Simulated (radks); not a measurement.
Task: Species: Ca5+. Configuration: [Ne] 3s2 3p3. All-electron calculation, scalar-relativistic Kohn-Sham, PBE, spin-polarised, spherical densities, finite nucleus; open shells are filled with parallel spins first; Fermi nuclear charge, rms radius 3.4776 fm. Program: a radial shooting solver on a logarithmic mesh with Libxc functionals. Some entries of the table are withheld. Estimate them.

orbital  occ.  eigenvalue (eV)  <1/r> (bohr^-1)  <r> (bohr)
1s up       1        -4034.870            19.74     0.07684
1s down     1        -4033.793            19.74     0.07683
2s up       1        -495.9589              (1)      0.3633
2s down     1        -495.0070              (2)      0.3630
2p up       3              (3)            3.964      0.3264
2p down     3              (4)            3.962      0.3262
3s up       1              (5)            1.315       1.067
3s down     1              (6)            1.310       1.074
3p up       3         -98.3379            1.222       1.114
3p down     0         -92.6050            1.213       1.127

Result: 
(1) 2s up <1/r> (bohr^-1): 4.059
(2) 2s down <1/r> (bohr^-1): 4.059
(3) 2p up eigenvalue (eV): -417.0018
(4) 2p down eigenvalue (eV): -415.6423
(5) 3s up eigenvalue (eV): -118.9591
(6) 3s down eigenvalue (eV): -113.0227
